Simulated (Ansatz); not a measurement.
Molecule: C2HCl2 (charge 0, doublet). It need not be the lowest isomer of its formula. 
Structure (B3LYP-D3(BJ)/def2-TZVP (Ansatz, a first-principles code) minimum search):
```xyz
5

Cl     1.8097     0.2068    -0.0684
C      0.5874    -0.9103    -0.0321
C     -0.7180    -0.9144     0.0187
Cl    -1.6873     0.5446     0.0713
H     -1.2975    -1.8252     0.0320
```
Charge 0, spin multiplicity 2.

Basis-set convergence of Hartree-Fock and MP2 correlation energies (hartree) with Ansatz. Cores are frozen in the correlated levels unless marked. UHF or UKS for open shells. Spin-orbit coupling is left out. No relativistic terms.

The UHF reference is spin-contaminated (<S^2> 0.22 over the pure value in the largest basis). 

```
basis            functions       E(HF)  E(corr, MP2)
---------------  ---------  ----------  ------------
aug-cc-pV(D+d)Z        119  -995.24941      -0.52784
aug-cc-pV(T+d)Z        225  (withheld)    (withheld)
```

Question: Fill in the missing entries.

Answer: 
- aug-cc-pV(T+d)Z, E(HF): -995.29466
- aug-cc-pV(T+d)Z, E(corr, MP2): -0.66065
